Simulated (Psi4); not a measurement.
Noncovalent pair: H2 (SMILES [H][H]) (first 2 atoms) with H2 (SMILES [H][H]); geometry from B3LYP-D3(BJ)/def2-TZVP.
(charge 0, multiplicity 1):
```xyz
4

H      0.019     0.219    -0.282
H      0.187    -0.110    -0.928
H     -0.226     0.234     3.005
H      0.020    -0.344     2.606
```

Calculation: SAPT0/jun-cc-pV(D+d)Z (Psi4).

Question: Give the four SAPT terms and the total, and say what mostly holds the pair together.

Answer: electrostatics -2.4, exchange 5.4, induction -0.5, dispersion -2.2, total 0.4 meV; the largest attraction is electrostatics.
